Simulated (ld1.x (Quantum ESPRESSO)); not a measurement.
**Pseudopotential generation for niobium: ultrasoft, LDA (PZ), scalar-relativistic.**

ld1.x (Quantum ESPRESSO) 7.5 was run on this input:

```
&input
   title='Nb', zed=41., rel=1, dft='PZ', iswitch=3,
   config='[Kr] 4d4.5 4f-2 5s0.5 5p0',
   nld=4, rlderiv=4.85, eminld=-2.0, emaxld=5.0, deld=0.02
 /
 &inputp
   pseudotype=3, tm=.true., lloc=-1, rcloc=4.40,
   nlcc=.true., new_core_ps=.true.,
   file_pseudopw='Nb.UPF', file_wfcaegen='ae.wfc', file_wfcncgen='nc.wfc', file_beta='beta', file_chi='chi', file_wfcusgen='us.wfc'
 /
8
5S  1  0   0.50   0.00  2.20  2.90  0.0
5S  1  0   0.00   1.80  2.20  2.90  0.0
5P  2  1   0.00   0.00  3.70  4.45  0.0
5P  2  1   0.00   0.85  3.70  4.45  0.0
4D  3  2   4.50   0.00  2.30  2.65  0.0
4D  3  2   0.00   0.20  2.30  2.65  0.0
4F  4  3  -2.00   0.10  2.95  3.50  0.0
4F  4  3  -2.00   0.65  2.95  3.50  0.0
 &test
   configts(1)='4d4.5 5s0.5 5p0'
 /
```

Command:

```bash
ld1.x < Nb.in > Nb.out
```

The program printed (shortened: banner, matrices, multipoles, cross overlaps and the repeated all-electron block are left out):

```
[... start of the log left out ...]
      Wfc   4F  rcut= 2.964  Using Troullier-Martins method
      Wfc-us  4F rcutus= 3.530  Estimated cut-off energy=    11.71 Ry

       Warning: n=1, l=0 expected 0 nodes, found 1
       Setting wfc to zero for this iteration
       (This warning will only be printed once per wavefunction)

       Zero norm: self consistency problem; state:  2 (l=  0, j=0.0)

     ------------------- End of pseudopotential generation -------------------

     Computing logarithmic derivative in   4.85591
       Zero norm: self consistency problem; state:  2 (l=  0, j=0.0)

       Warning: n=3, l=2 expected 0 nodes, found 1
       Setting wfc to zero for this iteration
       (This warning will only be printed once per wavefunction)

       Zero norm: self consistency problem; state:  1 (l=  2, j=0.0)
       Zero norm: self consistency problem; state:  2 (l=  0, j=0.0)
       Zero norm: self consistency problem; state:  2 (l=  0, j=0.0)
       Zero norm: self consistency problem; state:  1 (l=  2, j=0.0)
       Zero norm: self consistency problem; state:  2 (l=  0, j=0.0)
       Zero norm: self consistency problem; state:  1 (l=  2, j=0.0)
       Zero norm: self consistency problem; state:  2 (l=  0, j=0.0)
       Zero norm: self consistency problem; state:  1 (l=  2, j=0.0)
       Zero norm: self consistency problem; state:  2 (l=  0, j=0.0)
       Zero norm: self consistency problem; state:  1 (l=  2, j=0.0)
       Zero norm: self consistency problem; state:  2 (l=  0, j=0.0)

 %%%%%%%%%%%%%%%%%%%%%%%%%%%%%%%%%%%%%%%%%%%%%%%%%%%%%%%%%%%%%%%%%%%%%%%%%%%%%%
     Error in routine run_pseudo (1):
     Errors in PS-KS equation
 %%%%%%%%%%%%%%%%%%%%%%%%%%%%%%%%%%%%%%%%%%%%%%%%%%%%%%%%%%%%%%%%%%%%%%%%%%%%%%

     stopping ...
```

The run stopped because the pseudo-atom solver did not find the valence states with the expected number of nodes, which is the usual sign of a ghost state.

The run took about 0.88 s on one core of a shared server CPU.
